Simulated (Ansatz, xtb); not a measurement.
Molecule: MoH$_{6}$, net charge 0, singlet state. 
Coordinates optimised at B3LYP-D3(BJ)/def2-TZVP (Ansatz, a program for electronic structure):
SMILES: [MoH6]
```xyz
7

Mo     0.0065    -0.0062    -0.0618
H     -0.4539    -0.7860     1.3033
H     -0.7547     0.8525     1.1073
H     -0.5134    -1.5975    -0.2825
H     -1.0282     1.2068    -0.6180
H      0.8169     0.3087     1.3267
H      1.6615     0.2760    -0.2426
```

Harmonic wavenumbers from GFN2-xTB (xtb, at its own minimum), cm⁻¹: 166, 167, 170, 558, 559, 559, 1126, 1127, 1127, 1355, 1356, 1357, 1444, 1606, 1607.

**Question.** Give the harmonic wavenumbers at B3LYP-D3(BJ)/def2-TZVP (Ansatz, finite differences of forces, unscaled).

**Answer.** 714, 714, 737, 795, 861, 861, 927, 927, 1121, 1926, 1926, 1943, 2046, 2046, 2079 cm⁻¹. Zero-point energy 28.1 kcal/mol.

**Question.** From these and the geometry, give the ideal-gas thermochemistry at 298.15 K and 1 atm (rigid rotor, harmonic oscillator).

**Answer.** Point group C3v, rotational symmetry number 3. Rotational constants 45.63, 45.63, 45.35 GHz. S(trans) 39.78, S(rot) 16.59, S(vib) 1.70, S(elec, spin only) 0.00, S 58.1 cal/(mol K). H(298) - H(0) 2.77 kcal/mol; G - E(el) 13.5 kcal/mol.
